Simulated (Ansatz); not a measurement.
Compare A (`C1[SiH2][SnH2][S]1`) with its isomer B (`S=C[SiH2][SnH3]`).

Isolated molecules relaxed with PBE0-D4/def2-TZVP in Ansatz; ΔE leaves out vibrations. CCSD(T)/CBS is the MP2 limit (def2-TZVPP, def2-QZVPP) plus CCSD(T) − MP2 in def2-TZVPP, frozen cores. Functionals use def2-TZVPP. B3LYP here is the variant with VWN-RPA as its local correlation; programs differ in this. def2 core potentials past Kr. For Sn outer-core shells are correlated without core-valence functions, which leaves a few kJ/mol of doubt a bond. Each species was taken in one conformer, which may not be the lowest.

**Question.** Which isomer does CCSD(T)/CBS put lower? Give the gap. (Best estimate.)

**Answer.** Ansatz gave: A, by 34.5 kcal/mol.

**Question.** Give E(B) − E(A) in kcal/mol with CCSD/def2-TZVPP, B3LYP-D4, MP2/def2-TZVPP, ωB97M-V, r2SCAN-D4, B3LYP, B2PLYP. (An estimate is asked.)

**Answer.** The calculation gave: CCSD/def2-TZVPP 31.7, B3LYP-D4 31.3, MP2/def2-TZVPP 35.0, ωB97M-V 34.5, r2SCAN-D4 34.6, B3LYP 30.1, B2PLYP 31.5. None reverses the order clearly.

Largest T1 diagnostic: 0.015.

The D4 term adds +1.3 kcal/mol with B3LYP and +0.5 kcal/mol with PBE0; it sums over pairs of atoms, weighted by their polarisabilities, and B3LYP, whose exchange is more repulsive, gets the larger term. From PBE to PBE0 (25 % exact exchange), in def2-TZVPP and without D4, E(B) − E(A) moves by +2.9 kcal/mol.
